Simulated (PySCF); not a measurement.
**Correlation energy of P⁺ (phosphorus, charge +1)**

[Ne] 3s2 3p2, high-spin 3P determinant. Computed with PySCF 2.14 in aug-cc-pV(T+d)Z with one added diffuse shell each of s, p, d, f type (7s6p5d3f, 71 functions), with no relativity, point nucleus. Frozen: [Ne]; 4 electrons correlated.

| level | correlation energy (mhartree) |
| --- | --- |
| CCSD | -83.18 |
| (T) | -2.38 |
| CCSD(T) | -85.56 |

Diagnostics: T1 = 0.010, D1 = 0.0253, largest double amplitude 0.102.

**Question.** Is a single reference adequate?

**Answer.** Mostly. T1 lies below 0.03, but a double amplitude of this size points to a near-degeneracy that CCSD handles and MP2 describes poorly.
